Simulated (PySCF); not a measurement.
Ligand exchange on a metal centre used in film growth or etching (Zr Cl-Br). All species are isolated molecules in the gas phase.

The HOMO–LUMO gap from two functionals at the same geometries (TPSS-D3(BJ)/def2-SVP), both in PySCF: PBE-D3(BJ)/def2-TZVP and B3LYP-D3(BJ)/def2-TZVP. B3LYP has the VWN-RPA correlation part, as in Gaussian. 

```csv
species,B3LYP-D3(BJ)/def2-TZVP (eV)
0 of 4 Cl replaced by Br ([Zr(Cl)4]),6.43
3 of 4 Cl replaced by Br ([Zr(Cl)(Br)3]),5.55
4 of 4 Cl replaced by Br ([Zr(Br)4]),5.51
```

What does PBE-D3(BJ)/def2-TZVP give for each?


- 0 of 4 Cl replaced by Br ([Zr(Cl)4]): 4.77
- 3 of 4 Cl replaced by Br ([Zr(Cl)(Br)3]): 4.05
- 4 of 4 Cl replaced by Br ([Zr(Br)4]): 4.02
Over these rows, drawn at random from the members with no instability flagged (it was tested for open shells, ions and some series alone), PBE minus B3LYP-D3(BJ): mean -1.55 eV, from -1.66 eV to -1.50 eV.
